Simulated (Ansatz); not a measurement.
Ansatz (a program for electronic structure) input:

Ansatz 0.2 input:
```yaml
crystal:
  periodic: [false, false, false]
  atoms:
    - {symbol: W, position_ang: [0.02181433, 0.00429698, 0.00691849]}
    - {symbol: H, position_ang: [-0.55713025, -1.59540083, -0.15211076]}
    - {symbol: H, position_ang: [-1.05713034, 1.27742461, -0.35985745]}
basis:
  gaussian:
    orbitals: def2-TZVPD
hamiltonian:
  xc: {name: PBE0}
magnetization: {spin_polarized: true, initial_magnetization: 2}
output: {forces: true}
```

Problem. Predict the final energy.

Solution. -68.10978 Eh (PBE0/def2-TZVPD). The basis has 61 functions.

The spin state was set by rule; other spins were not relaxed.

The determinant is spin-contaminated: <S^2> is 2.92 against 2.00 for a pure state.
